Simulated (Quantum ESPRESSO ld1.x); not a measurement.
The numbers below are computed, except where a source is named.
These are the eigenvalues of the occupied orbitals of an atom or ion with whole-number occupations (Ry). Code: ld1.x of Quantum ESPRESSO 7.5. Model: Dirac Kohn-Sham, PBE, spin-unpolarised, spherical densities, point nucleus.

orbital  eigenvalue
1s1/2      -6242.81
2s1/2      -1220.01
2p1/2      -1176.06
2p3/2      -1032.83
3s1/2      -391.746
3p1/2      -372.373
3p3/2      -339.853
3d3/2      -308.441
3d5/2      -301.431
4s1/2      -176.197
4p1/2      -167.773
4p3/2      -157.608
4d3/2      -144.235
4d5/2      -142.079

Which element is it, and in what charge state? The configuration may be excited. Open shells, if any, are shared by 2j + 1.

Answer. Z = 80, mercury, charge +41: Hg41+ in [Kr] 4d3. The list shows which subshells hold electrons but not how many an open one holds; the 1s level, -3121.4 hartree, gives Z - s = 79.0 by -(Z - s)^2/2, which with screening and relativity narrows Z to a few neighbours, and the depths of the outer levels then fix element, charge and occupations together.
